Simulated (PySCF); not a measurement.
C₆H₇FO₂.
Atom-mapped SMILES: `[CH3:1][O:2][C:3]1=[C:4]([F:5])[CH2:6][CH2:7][C:8]1=[O:9]` (hydrogens: H10, H11, H12 on C1; H13, H14 on C6; H15, H16 on C7)

Structure used (GFN2-xTB), in Å, numbered top down from 1:
```
atom  x, y, z in Å
C1     2.6757   -0.0572    0.3590
O2     1.5438    0.6246    0.8599
C3     0.3477    0.2943    0.3450
C4    -0.0283   -0.5892   -0.5939
F5     0.7664   -1.4200   -1.2992
C6    -1.4960   -0.6304   -0.8623
C7    -2.0563    0.4189    0.0966
C8    -0.8646    0.9888    0.8492
O9    -0.9060    1.8433    1.6940
H10    3.5292    0.3490    0.8976
H11    2.6047   -1.1329    0.5422
H12    2.8019    0.1164   -0.7131
H13   -1.7025   -0.3949   -1.9089
H14   -1.8940   -1.6295   -0.6701
H15   -2.7606   -0.0017    0.8141
H16   -2.5687    1.2294   -0.4214
```

Computed, not measured: PySCF 2.14.0, density-fitted response routines, TDDFT PBE0/def2-SVPD, vertical, gas phase, core orbitals frozen in the response.

Each state is given a Gaussian of 0.25 eV full width at half maximum, with ε(max) = 2.175×10⁸ f / Δν̃ (Δν̃ the width in cm⁻¹). The width is an assumption, not a result. The curve ends short of the highest state used, and states not computed would add to its high-energy end.

```tsv
E (eV)	ε (L mol⁻¹ cm⁻¹)
3.83	0
3.87	0
3.92	1
3.97	2
4.02	4
4.07	8
4.12	13
4.17	17
4.22	17
4.27	14
4.32	9
4.37	5
4.42	2
4.47	1
4.52	0
4.57	0
4.62	0
4.67	0
4.72	0
4.76	0
4.81	1
4.86	8
4.91	47
4.96	211
5.01	758
5.06	2181
5.11	5029
5.16	9288
5.21	13741
5.26	16286
5.31	15462
5.36	11760
5.41	7165
5.46	3497
5.51	1367
5.56	428
5.60	144
5.65	30
5.70	5
5.75	1
5.80	1
5.85	3
5.90	12
5.95	43
6.00	127
6.05	295
6.10	550
6.15	823
6.20	986
6.25	946
6.30	727
6.35	448
6.40	221
6.45	89
6.49	42
6.54	38
```

(1) Locate the maxima and give the states behind the curve.

(2) On this curve, what absorbance would a 10⁻³ mol/L sample give at 248 nm over a 1 cm path?

(3) Coming from long wavelengths, where does ε first pass 100 L mol⁻¹ cm⁻¹?

## Answers

(1) 295 nm (4.20 eV), ε about 17, made up of S1 (100%); 235 nm (5.27 eV), ε about 16000, made up of S2 (100%); 199 nm (6.22 eV), ε about 1000, made up of S3 (100%) (ε in L mol⁻¹ cm⁻¹; maxima over ε = 5, shares over 10%). At its high-energy end, 6.54 eV, the curve is still rising (ε about 38, from S3, S4 and S5). The states used: S1 4.20 eV (f 0.0002); S2 5.27 eV (f 0.152); S3 6.22 eV (f 0.0092); S4 6.84 eV (f 0.011); S5 6.88 eV (f 0.0073); S6 7.14 eV (f 0.0002).

(2) 248 nm is 4.999 eV, where ε is about 590 L mol⁻¹ cm⁻¹, so A = ε c l ≈ 0.59 (Beer–Lambert, with the gas-phase spectrum and the assumed width).

(3) At about 251 nm (4.94 eV), 0.74 eV above S1.

One conformer stands for the species.
